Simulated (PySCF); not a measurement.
Species: W(NtBu)2Br2, C8H18Br2N2W (singlet state).
SMILES: `CC(C)(C)[N]=[W]([Br])([Br])=[N]C(C)(C)C`

The calculation used PySCF 2.14.0, density-fitted response routines, TDDFT CAM-B3LYP/def2-SVPD, vertical, gas phase, core orbitals frozen in the response, def2 core potentials past Kr. Isolated species at its PBE0-D3(BJ)/def2-SVP geometry, gas phase. Spin–orbit coupling is left out.

Question: List the vertical singlet excitations with oscillator strengths and describe the spectrum.

Answer: 

```json
{"state": "S1", "E (eV)": "3.70", "λ (nm)": "335.0", "f": "0.011", "|μ| (D)": "0.88", "main configurations (H = HOMO, L = LUMO)": "H→L (96%)"}
{"state": "S2", "E (eV)": "4.16", "λ (nm)": "298.3", "f": "0.018", "|μ| (D)": "1.08", "main configurations (H = HOMO, L = LUMO)": "H-1→L (90%)"}
{"state": "S3", "E (eV)": "4.23", "λ (nm)": "292.9", "f": "0.0000", "|μ| (D)": "0.04", "main configurations (H = HOMO, L = LUMO)": "H-2→L (97%)"}
{"state": "S4", "E (eV)": "4.53", "λ (nm)": "273.5", "f": "0.014", "|μ| (D)": "0.89", "main configurations (H = HOMO, L = LUMO)": "H→L+2 (86%)"}
{"state": "S5", "E (eV)": "4.58", "λ (nm)": "270.6", "f": "0.0002", "|μ| (D)": "0.10", "main configurations (H = HOMO, L = LUMO)": "H→L+1 (88%)"}
{"state": "S6", "E (eV)": "5.01", "λ (nm)": "247.4", "f": "0.0015", "|μ| (D)": "0.28", "main configurations (H = HOMO, L = LUMO)": "H-3→L (75%), H-1→L+1 (14%)"}
{"state": "S7", "E (eV)": "5.20", "λ (nm)": "238.2", "f": "0.0010", "|μ| (D)": "0.23", "main configurations (H = HOMO, L = LUMO)": "H→L+3 (38%), H-1→L+2 (34%)"}
{"state": "S8", "E (eV)": "5.45", "λ (nm)": "227.6", "f": "0.0009", "|μ| (D)": "0.21", "main configurations (H = HOMO, L = LUMO)": "H-5→L (67%), H-2→L+1 (20%)"}
{"state": "S9", "E (eV)": "5.54", "λ (nm)": "223.7", "f": "0.010", "|μ| (D)": "0.69", "main configurations (H = HOMO, L = LUMO)": "H-1→L+1 (41%), H-2→L+1 (21%), H-5→L (10%)"}
{"state": "S10", "E (eV)": "5.54", "λ (nm)": "223.6", "f": "0.0066", "|μ| (D)": "0.56", "main configurations (H = HOMO, L = LUMO)": "H-2→L+1 (33%), H-1→L+1 (23%), H-5→L (17%)"}
```

Triplets (Tamm–Dancoff): T1 3.41 eV, H→L (92%); T2 3.83 eV, H-1→L (91%); T3 4.00 eV, H-2→L (91%); T4 4.19 eV, H→L+2 (77%).

The lowest singlet comes at 335 nm (357 kJ/mol) in the ultraviolet; it is weak; its leading configuration is HOMO→LUMO (96%). The most intense listed level is S2 at 4.16 eV (298 nm, f = 0.018), 0.46 eV above S1. S9/S10 lie within about 0.01 eV of each other. For S1 the Löwdin share of tungsten is at most 10% in HOMO and 57% in LUMO (ligand-to-metal charge transfer by this measure); for S2 the Löwdin share of tungsten is at most 17% in HOMO-1 and 57% in LUMO. The listed states span 1.84 eV, and the widest gap between neighbours is 0.46 eV (S1 to S2). Orbital energies (eV): HOMO-3 -9.76, HOMO-2 -9.00, HOMO-1 -8.89, HOMO -8.46, LUMO -1.22, LUMO+1 -0.06, LUMO+2 0.06. The window holds the lowest 10 singlets.
